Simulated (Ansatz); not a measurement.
A further run on Ga9As9H24, a nanocrystal cut from wurtzite GaAs (hydrogen-capped).

```yaml
crystal:
  periodic: [false, false, false]
  atoms:
    - {symbol: Ga, position_ang: [0.002221, -4.778967, -1.482466]}
    - {symbol: As, position_ang: [-0.005359, -4.513842, 1.059736]}
    - {symbol: As, position_ang: [-0.000046, -2.322335, -1.944430]}
    - {symbol: Ga, position_ang: [-2.095169, -1.210311, -1.254994]}
    - {symbol: Ga, position_ang: [0.000102, -2.319116, 2.246958]}
    - {symbol: As, position_ang: [-1.905763, -1.098946, 1.241692]}
    - {symbol: As, position_ang: [-2.009722, 1.159484, -1.946508]}
    - {symbol: Ga, position_ang: [-4.138298, 2.386982, -1.487768]}
    - {symbol: Ga, position_ang: [-2.009407, 1.162516, 2.244863]}
    - {symbol: As, position_ang: [-3.908044, 2.260381, 1.054756]}
    - {symbol: Ga, position_ang: [2.095323, -1.210443, -1.255783]}
    - {symbol: As, position_ang: [1.906229, -1.100209, 1.240966]}
    - {symbol: As, position_ang: [2.009896, 1.159543, -1.946922]}
    - {symbol: Ga, position_ang: [0.000197, 2.419146, -1.257234]}
    - {symbol: Ga, position_ang: [2.010791, 1.161227, 2.244343]}
    - {symbol: As, position_ang: [0.000924, 2.201690, 1.239654]}
    - {symbol: Ga, position_ang: [4.136708, 2.390164, -1.488354]}
    - {symbol: As, position_ang: [3.912183, 2.254269, 1.054182]}
    - {symbol: H, position_ang: [-1.400325, -5.408641, -1.833960]}
    - {symbol: H, position_ang: [1.409411, -5.403112, -1.825302]}
    - {symbol: H, position_ang: [-1.154138, -5.303463, 1.680615]}
    - {symbol: H, position_ang: [1.127764, -5.318415, 1.690129]}
    - {symbol: H, position_ang: [-0.000410, -2.180078, -3.465902]}
    - {symbol: H, position_ang: [-3.409917, -1.969511, -1.685124]}
    - {symbol: H, position_ang: [0.000596, -2.426301, 3.818775]}
    - {symbol: H, position_ang: [-3.140359, -1.811814, 1.789106]}
    - {symbol: H, position_ang: [-1.884850, 1.086561, -3.467762]}
    - {symbol: H, position_ang: [-5.382722, 1.481506, -1.832410]}
    - {symbol: H, position_ang: [-3.980547, 3.916439, -1.838579]}
    - {symbol: H, position_ang: [-2.103798, 1.217678, 3.816527]}
    - {symbol: H, position_ang: [-5.170212, 1.675976, 1.682541]}
    - {symbol: H, position_ang: [-4.023883, 3.649071, 1.676684]}
    - {symbol: H, position_ang: [3.409997, -1.969415, -1.686506]}
    - {symbol: H, position_ang: [3.141155, -1.812721, 1.788072]}
    - {symbol: H, position_ang: [1.884859, 1.086850, -3.468175]}
    - {symbol: H, position_ang: [-0.000073, 3.936909, -1.688885]}
    - {symbol: H, position_ang: [2.105173, 1.216485, 3.816011]}
    - {symbol: H, position_ang: [0.001152, 3.627769, 1.785879]}
    - {symbol: H, position_ang: [5.383077, 1.489910, -1.839433]}
    - {symbol: H, position_ang: [3.973377, 3.920482, -1.832908]}
    - {symbol: H, position_ang: [5.171688, 1.657472, 1.675607]}
    - {symbol: H, position_ang: [4.040210, 3.639102, 1.682308]}
basis:
  gaussian: {orbitals: def2-mTZVPP, fitting: {mean_field: def2-universal-jkfit}}
hamiltonian: {xc: {name: r2SCANh}}
scf: {omitted_lower_state_checks: [starts]}
output: {forces: true}
```

```sh
$ ansatz run in.yaml --threads 11 --pin off --events-out ev --progress --plain --max-ram 174080MiB --backend cuda --devices 0, --max-vram 75GiB
```

It prints (some lines left out):

```
Functional definition: r2SCANh
5220 factors; integrals over basis functions are off by at most 3.4e-1 eV
mean field evaluation 1: about -1019365.0578 eV, gradient 6.9e1 eV
mean field evaluation 2: about -1019363.4491 eV, gradient 8.9e1 eV
mean field evaluation 4: about -1019369.7877 eV, gradient 1.7e0 eV
mean field evaluation 8: about -1019369.7681 eV, gradient 2.7e-1 eV
mean field evaluation 16: about -1019369.7683 eV, gradient 8.9e-5 eV
mean field -1019369.76826900 eV, -37461.1480302403 hartree, gradient 8.9e-5 eV, S^2 0.000000; 0 other end points of the search recorded, 0 dependent functions left out
reference -1019369.76830051 eV, -37461.1480313981 hartree; 300, 300 occupied and 468, 468 virtual orbitals, 5220 factors
Total energy: -1019369.76830051 eV, -37461.1480313981 hartree
Atom 0 force     0.000296    -0.069364    -0.024686 eV/Å
Atom 1 force    -0.003780    -0.378973     0.359489 eV/Å
Atom 2 force     0.000261    -0.015554    -0.360096 eV/Å
Atom 3 force    -0.082365    -0.047342    -0.053665 eV/Å
Atom 4 force    -0.000489    -0.042691     0.055696 eV/Å
Atom 5 force    -0.278386    -0.160862     0.216914 eV/Å
Atom 6 force    -0.013524     0.007110    -0.360160 eV/Å
Atom 7 force    -0.059958     0.034558    -0.024582 eV/Å
Atom 8 force    -0.036649     0.021375     0.055042 eV/Å
Atom 9 force    -0.327782     0.191346     0.359599 eV/Å
Atom 10 force     0.082106    -0.047606    -0.053746 eV/Å
Atom 11 force     0.278464    -0.160547     0.216835 eV/Å
Atom 12 force     0.013178     0.007685    -0.360199 eV/Å
Atom 13 force    -0.000051     0.094668    -0.053777 eV/Å
Atom 14 force     0.036935     0.020954     0.055192 eV/Å
Atom 15 force     0.000023     0.321865     0.216710 eV/Å
Atom 16 force     0.059667     0.035101    -0.024634 eV/Å
Atom 17 force     0.330073     0.187342     0.359547 eV/Å
Atom 18 force     0.255848     0.097442     0.050212 eV/Å
Atom 19 force    -0.256438     0.096317     0.048820 eV/Å
Atom 20 force     0.313368     0.216845    -0.175787 eV/Å
Atom 21 force    -0.308819     0.221369    -0.178583 eV/Å
Atom 22 force     0.000061    -0.041079     0.404262 eV/Å
Atom 23 force     0.219193     0.126513     0.073512 eV/Å
Atom 24 force    -0.000002     0.019322    -0.267057 eV/Å
Atom 25 force     0.324998     0.187979    -0.149178 eV/Å
Atom 26 force    -0.036133     0.021081     0.404145 eV/Å
Atom 27 force     0.211728     0.173772     0.049118 eV/Å
Atom 28 force    -0.043846    -0.270236     0.050111 eV/Å
Atom 29 force     0.017085    -0.009891    -0.267016 eV/Å
Atom 30 force     0.345644     0.158386    -0.177764 eV/Å
Atom 31 force     0.032926    -0.379353    -0.176130 eV/Å
Atom 32 force    -0.219132     0.126444     0.073641 eV/Å
Atom 33 force    -0.325289     0.187440    -0.149060 eV/Å
Atom 34 force     0.036231     0.020889     0.404166 eV/Å
Atom 35 force     0.000107    -0.253113     0.073765 eV/Å
Atom 36 force    -0.017066    -0.009887    -0.267036 eV/Å
Atom 37 force     0.000157    -0.375477    -0.148975 eV/Å
Atom 38 force    -0.212224     0.172800     0.050250 eV/Å
Atom 39 force     0.044955    -0.270132     0.048986 eV/Å
Atom 40 force    -0.344736     0.161905    -0.175932 eV/Å
Atom 41 force    -0.036632    -0.378403    -0.177950 eV/Å
Dipole moment:    -0.000170     0.000040     0.653168 e Å
Checks for a lower state left out: starts
```

It took 13 s on 11 threads of AMD EPYC 7R13 on a shared host and a whole NVIDIA H100 80GB HBM3, peak host memory 6.4 GiB.
